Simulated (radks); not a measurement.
Results of a calculation; reference values are marked as such.
Q: Species: Fe16+. Configuration: [Ne] (the NIST ground configuration). Code: a radial shooting solver on a logarithmic mesh with Libxc functionals. Model: scalar-relativistic Kohn-Sham, PBE, spin-polarised, spherical densities, finite nucleus; Fermi nuclear charge, rms radius 3.7377 fm. Some entries of the table are withheld. Estimate them.

| orbital | occ. | eigenvalue (hartree) | <1/r> (bohr^-1) |
|---|---|---|---|
| 1s | 2 | -277.3981 | (1) |
| 2s | 2 | -49.09767 | 5.652 |
| 2p | 6 | (2) | 5.543 |

A: 
(1) 1s <1/r> (bohr^-1): 25.99
(2) 2p eigenvalue (hartree): -44.83067
